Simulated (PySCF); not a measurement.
Rigid-rotor lines calculated for a species of formula C5H8Si (commonest isotopes; PBE0-D3(BJ)/def2-SVP geometry optimisation, gas phase (PySCF 2.14.0)), labelled J(Ka,Kc):

```json
{"transition": "2(1,1) ← 1(1,0)", "MHz": "7455.6"}
{"transition": "1(1,1) ← 0(0,0)", "MHz": "7588.7"}
{"transition": "2(0,2) ← 1(0,1)", "MHz": "7076.0"}
{"transition": "2(1,2) ← 1(1,1)", "MHz": "6741.6"}
{"transition": "1(0,1) ← 0(0,0)", "MHz": "3549.3"}
```

Find the rotational constants.

1(0,1) ← 0(0,0) is B + C, 2(1,1) ← 1(1,0) is 3B + C and 2(1,2) ← 1(1,1) is B + 3C, so B − C is half the difference of the last two, 357.0 MHz. 1(1,1) ← 0(0,0) is A + C. A = 5992.5, B = 1953.2, C = 1596.2 MHz.

What moments of inertia, asymmetry and inertial defect follow?

I = 505379 MHz·u·Å² over each constant: Ia = 84.34, Ib = 258.75, Ic = 316.62 u·Å²; κ = (2B − A − C)/(A − C) = -0.838 (asymmetric top); Δ = Ic − Ia − Ib = -26.46 u·Å².

Which dipole components do these lines need?

μa and μb (a-type: ΔKa even, ΔKc odd; b-type: both odd). The calculation gives |μa| = 1.10 D, |μb| = 0.33 D, |μc| = 0.17 D.

Predict further lines from these constants: 4(3,1) ← 3(3,0); 4(3,2) ← 3(3,1); 4(2,2) ← 4(1,3); 4(2,2) ← 3(2,1); 3(1,3) ← 2(0,2); 4(4,0) ← 4(3,1).

```csv
transition,MHz,type,branch
"4(2,2) ← 4(1,3)",11247,b,Q
"3(1,3) ← 2(0,2)",13804,b,R
"4(3,2) ← 3(3,1)",14240,a,R
"4(3,1) ← 3(3,0)",14245,a,R
"4(2,2) ← 3(2,1)",14401,a,R
"4(4,0) ← 4(3,1)",29480,b,Q
```

Which structure gave them?

`C#C[C@H]1CC[SiH2]1`, point group C1. Three constants can't fix a structure by themselves; this is the one that was computed:
```
atom  x, y, z in Å
C1     2.987   -0.602   -0.308
C2     1.826   -0.277   -0.442
C3     0.444    0.110   -0.574
C4    -0.663   -0.925   -0.203
C5    -1.796    0.021    0.266
Si6   -0.444    1.292    0.645
H7     4.015   -0.890   -0.194
H8     0.252    0.498   -1.591
H9    -0.307   -1.541    0.638
H10   -0.925   -1.614   -1.023
H11   -2.423    0.351   -0.578
H12   -2.453   -0.366    1.057
H13    0.099    1.200    2.033
H14   -0.619    2.728    0.264
```

The values belong to one conformer (point group C1) with, in the numbering `[CH:1]#[C:2][C@H:3]1[CH2:4][CH2:5][SiH2:6]1`, C2–C3–C4–C5 150°, C3–C4–C5–Si6 -24°, C4–C5–Si6–C3 20°, C2–C3–Si6–C5 -142°. No frequency check. Constants of a rigid frame at the computed geometry: no zero-point averaging, no centrifugal distortion.
